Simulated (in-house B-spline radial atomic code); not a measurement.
**Binding energies in K5+**

NIST's tabulated ground configuration is [Ne] 3s2 3p2; each binding energy is the energy of the ion with one electron taken from that subshell, relaxed, less that of the parent. Method: Dirac-Hartree-Fock, average of configuration, Fermi nucleus of rms radius 3.4349 fm. Calculated with a radial B-spline atomic code at the basis-set limit. Energies include first-order Breit, QED and recoil terms.

```
subshell  X-ray name  binding energy (eV)  -ε (eV)  relaxation (eV)
      1s           K               3711.5   3741.2             25.7
      2s          L1                477.6    483.3              5.4
      3s          M1                115.6    116.1              0.5
      3p        M2,3                97.35    97.79             0.42
```

Relaxation = -ε minus the binding energy without Breit, QED and recoil terms.

(1) What does it cost to remove both a 2s and a 3p electron?

(2) What does it cost to remove both a 1s and a 3p electron?

(3) What does it cost to remove two 3p electrons?

Results:

(1) 600.19 eV, which is 25.22 eV more than the two single binding energies together.

(2) 3836.5 eV, which is 27.66 eV more than the two single binding energies together.

(3) 214.05 eV, which is 19.36 eV more than the two single binding energies together.
